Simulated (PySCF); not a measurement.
Compound: C₅H₉NO (charge -1 and doublet state).
Z-matrix (Å and degrees, GFN2-xTB geometry), rows numbered from 1:
```
N 
C   1  1.4651
C   2  1.5326  1  108.85
C   3  1.5412  2  105.11  1    84.12
C   4  1.5400  3  106.38  2    15.00
O   5  1.3093  4  121.29  3  -132.86
C   5  1.5305  4  105.34  3    10.93
H   1  1.0192  2  108.24  3  -172.43
H   1  1.0202  2  105.06  3   -60.43
H   2  1.1043  1  107.26  3  -121.26
H   3  1.0929  2  110.67  1   -37.78
H   3  1.0950  2  109.20  1  -156.89
H   4  1.0982  3  111.64  2  -105.64
H   4  1.1030  3  109.91  2   136.46
H   7  1.1045  2  108.90  1   166.11
H   7  1.0949  2  112.47  1    46.48
```

The hyperfine couplings belong to this conformer and change with its torsions.

The species is `N[C@H]1CC[C]([O-])C1` [radical] (charge -1).

Theory: PySCF, UKS B3LYP, pcH-1 on C H N O, non-relativistic, mean-field spin-orbit, GIAO. Whether the extra electron is bound in the gas phase wasn't checked; a finite basis holds it in any case. The geometry wasn't refined by DFT: couplings that depend on bond lengths, twists or pyramidal angles can differ widely from those at the functional's own minimum, by a factor of two or more for some ions and for spin on atoms past the first row. No stability test was run, so a lower SCF solution isn't excluded.

Where do the isotropic ENDOR lines of C5, C2, C3, C4, C7, H14, H15, H13, H10 and H16 fall at 347.7 mT, to first order?

For S = 1/2 in fast tumbling each set of equivalent nuclei gives two lines, ν± = |νn ± a/2| to first order, with νn = g_N μN B/h and μN/h = 7.62259 MHz/T.

| nuclei | isotope | g_N | νn (MHz) | a_iso (MHz) | lower line (MHz) | upper line (MHz) |
| --- | --- | --- | --- | --- | --- | --- |
| C5 | 13C | 1.4048 | 3.72 | 128.70 | 60.63 | 68.07 |
| C2 | 13C | 1.4048 | 3.72 | 60.29 | 26.42 | 33.87 |
| C3 | 13C | 1.4048 | 3.72 | 33.72 | 13.13 | 20.58 |
| C4 | 13C | 1.4048 | 3.72 | 14.49 | 3.52 | 10.97 |
| C7 | 13C | 1.4048 | 3.72 | 4.39 | 1.53 | 5.92 |
| H14 | 1H | 5.5857 | 14.80 | 54.83 | 12.61 | 42.22 |
| H15 | 1H | 5.5857 | 14.80 | 50.86 | 10.62 | 40.23 |
| H13 | 1H | 5.5857 | 14.80 | 24.53 | 2.54 | 27.07 |
| H10 | 1H | 5.5857 | 14.80 | 9.53 | 10.04 | 19.57 |
| H16 | 1H | 5.5857 | 14.80 | 4.01 | 12.80 | 16.81 |

The rows for 13C, of low natural abundance, apply to labelled samples.

Which pairs are centred on the nuclear Larmor frequency, and which on half the coupling?

Centred on νn, since |a| < 2νn: C7, H13, H10 and H16. Centred on |a|/2 and split by 2νn: C5, C2, C3, C4, H14 and H15.

At what field would the lower line of H15 fall to zero frequency?

Where νn = |a|/2, that is B = 25.43 MHz/(5.5857 × 7.62259 MHz/T) = 597 mT, as far as first order holds there.

Couplings of abundant isotopes left out: H11 (-3.0 MHz).

The run took 51 s of wall time (grids of density and orbitals included) on an Arm Neoverse V2 with one thread, no GPU (shared host), and the process peaked at 0.97 GiB of memory.
